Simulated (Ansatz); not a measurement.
`BCBCC` + `B[SiH2]F` → `BB[SiH2]F` + `CBCC`  (formal exchange of groups at a B–C bond)

Gas-phase electronic energies from Ansatz, PBE0-D4/def2-TZVP geometries. CCSD(T)/CBS is the MP2 limit (def2-TZVPP, def2-QZVPP) plus CCSD(T) − MP2 in def2-TZVPP, frozen cores. DFT in def2-TZVPP. Each species was taken in one conformer, which may not be the lowest.

`BCBCC`:

Cartesian coordinates in Å:
```
B -0.334 -1.174 -2.271
C 0.801 -0.801 -1.293
B 0.163 -0.515 0.109
C 0.290 0.874 0.805
C -0.645 1.158 1.973
H -0.659 -0.440 -3.160
H -0.937 -2.200 -2.129
H 1.456 0.001 -1.636
H 1.359 -1.735 -1.113
H -0.404 -1.417 0.667
H 0.257 1.679 0.061
H 1.338 0.890 1.154
H -0.571 0.378 2.735
H -0.426 2.115 2.453
H -1.687 1.188 1.645
```

`B[SiH2]F`:

Cartesian coordinates in Å:
```
B 0.374 -0.003 1.144
Si -0.248 0.001 -0.756
F -1.524 -0.940 -1.018
H -0.142 -0.635 2.017
H 1.322 0.669 1.428
H 0.844 -0.475 -1.651
H -0.626 1.383 -1.164
```

`BB[SiH2]F`:

Cartesian coordinates in Å:
```
B 1.152 1.268 -0.461
B 0.730 -0.268 -0.209
Si -1.102 -0.799 0.408
F -2.089 0.452 0.622
H 0.989 1.803 -1.522
H 1.599 1.954 0.417
H 1.465 -1.204 -0.367
H -1.736 -1.692 -0.600
H -1.010 -1.513 1.711
```

`CBCC`:

```xyz
13

C     1.455   -0.620   -0.751
B     0.255   -1.062    0.139
C    -0.901   -0.130    0.621
C    -0.872    1.339    0.225
H     1.243   -1.006   -1.760
H     2.394   -1.099   -0.461
H     1.605    0.457   -0.843
H     0.186   -2.222    0.457
H    -0.942   -0.236    1.717
H    -1.843   -0.602    0.303
H     0.028    1.835    0.597
H    -1.732    1.887    0.618
H    -0.877    1.459   -0.862
```

```csv
level,ΔE (kJ/mol)
ωB97X-V,-1.8
MP2/def2-QZVPP,8.7
```

Task: What does CCSD(T)/CBS give? (Estimate.)

Result: Ansatz gave: +2.6 kJ/mol. The listed levels differ from it by -4.4, 6.1 kJ/mol.

Largest T1 diagnostic among the species: 0.014.

From PBE to PBE0 (25 % exact exchange), in def2-TZVPP and without D4, ΔE moves by +6.3 kJ/mol.
